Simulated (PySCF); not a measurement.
**CoH₃, singlet: molecular constants**

These are results of PBE0 in PySCF with Co def2-TZVP, H def2-TZVP; no relativity; density-fitted integrals, not measurements.

The structure is a saddle point with 1 imaginary mode.

```json
{
 "Point group": "C2v",
 "Bond lengths": "Co–H 1.410 Å, Co–H 1.543 Å (×2)",
 "Bond angles": "H–Co–H 87.3° (×2), H–Co–H 174.7°",
 "Atomisation energy without zero-point energy": "458 kJ/mol",
 "Lowest empty level": "-4.55 eV",
 "Dipole moment": "1.16 D",
 "Principal quadrupole moments (Buckingham, traceless) about the centre of mass": "-8.78, 3.35, 5.44 D Å",
 "Rotational constants": "8.54, 3.518, 2.492 cm⁻¹",
 "Principal polarisabilities": "18.1, 28.5, 63.7 bohr³",
 "Zero-point energy (real modes)": "44.7 kJ/mol",
 "Highest occupied level": "-7.06 eV"
}
```

Harmonic modes (masses in u: Co 58.933, H 1.008):
| symmetry | ω (cm⁻¹) | IR (km/mol) | μ (u) | type |
| --- | --- | --- | --- | --- |
| b2 | 569i | – | 1.02 | bend |
| a1 | 819 | 36.3 | 1.04 | bend |
| b1 | 914 | 64.7 | 1.04 | bend |
| b2 | 1584 | 2408 | 1.04 | stretch |
| a1 | 1929 | 2.2 | 1.01 | stretch |
| a1 | 2219 | 14.5 | 1.03 | stretch |

In C2v the vibrations span 2b2 + 3a1 + b1. Here b1 is antisymmetric to the molecular plane and b2 lies in it.

Charges (e):
```
atom  Mulliken  Löwdin  polar tensor  Mayer order to Co1
 Co1      0.16    0.26          1.01                   –
  H2      0.08    0.07         -0.07                0.98
H3,4     -0.12   -0.17         -0.47                0.79
```

Mulliken populations on Co1: s 6.69, p 12.53, d 7.62, f 0.00.

Other isomers or separated fragments may lie lower. At this level a triplet minimum of C2v symmetry lies 282 kJ/mol below this structure. At the minimum of this search the closed-shell solution is unstable towards spin polarisation, so a lower open-shell solution exists.

The final relaxation and frequency run took roughly 40 core-seconds on a shared host.
